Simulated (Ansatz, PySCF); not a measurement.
Reaction (SMILES): NC=O -> [NH]C=O + H atom (the H-N bond at the site shown breaks; other sites are not compared here)
Structures are relaxed separately at B3LYP-D3(BJ)/def2-TZVP in Ansatz (a first-principles code), one conformer each, not searched for the lowest.

Wanted: bond dissociation energy (electronic energy difference), in kJ/mol. Cores are frozen in the correlated levels unless marked. Open shells are spin-unrestricted. No spin-orbit coupling. Non-relativistic. CBS(X,Y): correlation extrapolated as X^-3; Hartree-Fock from the larger set. [CCSD(T)-MP2]/basis is that difference in the basis named.

| level | program | bond dissociation energy (kJ/mol) |
|---|---|---|
| SVWN5/def2-TZVPD | Ansatz | (withheld) |
| PBE/def2-TZVPD | Ansatz | 502.2 |
| PBE0/def2-SVP | Ansatz | 505.0 |
| PBE0-D3(BJ)/def2-TZVPD | Ansatz + dftd3 | 502.7 |
| TPSSh/def2-TZVPD | PySCF | (withheld) |
| M06-2X/def2-TZVPD | PySCF | (withheld) |
| HSE06-D4/def2-TZVPD | Ansatz + dftd4 | 502.7 |
| B2PLYP-D3(BJ)/def2-TZVPD | Ansatz + dftd3 | (withheld) |
| SCS-MP2/aug-cc-pVTZ | Ansatz | 521.1 |
| SCS-MP2/cc-pVTZ | Ansatz | 517.1 |
| CCSD/cc-pVTZ | Ansatz | 501.2 |
| RI-MP2/CBS(aug-cc-pVTZ,aug-cc-pVQZ)+[CCSD(T)-MP2]/aug-cc-pVTZ | Ansatz | 519.1 |

Problem. What belongs in the gaps?

Solution. 
- SVWN5/def2-TZVPD, bond dissociation energy (kJ/mol): 569.4
- TPSSh/def2-TZVPD, bond dissociation energy (kJ/mol): 500.6
- M06-2X/def2-TZVPD, bond dissociation energy (kJ/mol): 515.4
- B2PLYP-D3(BJ)/def2-TZVPD, bond dissociation energy (kJ/mol): 507.5
